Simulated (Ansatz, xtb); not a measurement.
C5H5N2S+: 3 structures ranked

3 gas-phase structures of C5H5N2S+, from a drawn sample of its isomers (lower ones may exist). Each was relaxed with GFN2-xTB:

A. `C[n+]1csc(C#N)c1`, a singlet
B. `C#Cc1csn[n+]1C`, a singlet
C. `C#Cc1snc[n+]1C`, a singlet

Question: Which do you expect lowest at r2SCAN-D4/def2-SVP, and how would the others follow?

Answer: Calculated order at r2SCAN-D4/def2-SVP: A (0.0), C (29.2), B (47.6) kcal/mol.

Energies above the lowest of each column, in kcal/mol; the last columns are at PBE0-D3(BJ)/def2-SVP geometries and were run for some of them only (a dash: not run or not comparable):

```csv
structure,GFN2-xTB,HF/STO-3G,r2SCAN-D4/def2-SVP,PBE0-D3(BJ)/def2-SVP,CCSD(T)/def2-SVP + ΔMP2/def2-TZVPP
A,0.0,0.0,0.0,0.0,0.0
C,6.3,45.0,29.2,30.3,28.8
B,20.2,65.0,47.6,–,–
```

Every level run on A puts it lowest or level with the lowest. Some further structures that were screened fall inside this span and aren't listed. Frequencies (GFN2-xTB) were run for A, C alone. The ΔMP2 step shifts differences by up to 5.6 kcal/mol, which makes them less sure. ΔMP2 is the change of the MP2 energy from the smaller to the larger basis.

Programs: Ansatz 0.2.0, xtb 6.7.1.
